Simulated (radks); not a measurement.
Numerical settings for the neodymium ion Nd+, [Xe] 4f4 6s1. Method: Dirac Kohn-Sham, PBE, spin-unpolarised, spherical densities, finite nucleus; open shells fill j = l - 1/2 first; Fermi nuclear charge, rms radius 4.9123 fm; computed with a radial shooting solver on a logarithmic mesh with Libxc functionals. The defaults (mesh step 0.008 in ln r, mesh end at 40 bohr or more with all orbitals vanishing there, Anderson mixing 0.5 over 9 steps, residual threshold near 1e-9 with the energy settled to 1e-9 hartree or 1e-11 of itself, here a cap of 86 iterations) give E = -9629.1702 hartree and 4f5/2 at -7.738 eV in 15 iterations. Run on one thread of a shared host, so times are rough (Intel(R) Xeon(R) 6975P-C): 0.13 s of CPU time, 0.13 s wall, 15 iterations on 2360 mesh points. Changes against that run (0 stands for a change within the tolerance of the run):

| setting | iterations | converged | E (mhartree) | e(4f5/2) (meV) | CPU (s) |
|---|---|---|---|---|---|
| mesh step in ln r 0.012 | 15 | yes | 0 | 0 | 0.1 |
| mesh step in ln r 0.005 | 16 | yes | 0 | 0 | 0.22 |
| mesh step in ln r 0.08 | 4 | no | diverged | - | 0.02 |
| mesh end (bohr) 20 | 15 | yes | 0 | 0 | 0.13 |
| mesh end (bohr) 5 | 14 | yes | +159 | +2.16e+03 | 0.11 |
| residual threshold 1e-16 | 86 | no | 0 | 0 | 0.33 |
| residual threshold 1e-05 | 11 | yes | 0 | +0.0535 | 0.12 |
| mixing 2.5 | 18 | yes | 0 | 0 | 0.15 |
| linear mixing, mixing 0.5 | 30 | yes | 0 | 0 | 0.2 |
| linear mixing, mixing 0.05 | 86 | no | +0.0111 | -49.8 | 0.58 |
| mixing history 3 | 19 | yes | 0 | 0 | 0.16 |
| iteration cap 8 | 8 | no | +0.00193 | +20.6 | 0.08 |

Settings that end as converged yet miss the energy by more than 1 mhartree: mesh end (bohr) 5 (+0.159 hartree). A mesh that ends early acts as a hard wall.
